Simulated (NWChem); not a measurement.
**Correlation energy of sulfur difluoride (F₂S)**

```
S
F 1 1.6118
F 1 1.6118 2 99.21
```
Charge 0, spin multiplicity 1.

The numbers come from NWChem runs, not from measurements. All single points use one geometry, from PBE0/def2-SVP, a minimum by its harmonic frequencies.

Basis set: cc-pVDZ. Each correlation energy counts from its own Hartree-Fock reference.

The correlated methods keep 7 core orbitals frozen. No row is a measurement; the coupled-cluster row has its own basis-set and correlation limits.

```csv
method,correlation energy (mHa)
RI-MP2,-503.0
MP2,-502.9
SCS-MP2,-487.3
CR-CCSD[T],-528.5
CR-CCSD(T),(withheld)
CCSD,-518.6
CCSD+T(CCSD),-531.0
CCSD(T),(withheld)
```

Problem. What belongs in the gaps?

Solution. 
- CR-CCSD(T), correlation energy (mHa): -527.5
- CCSD(T), correlation energy (mHa): -529.7
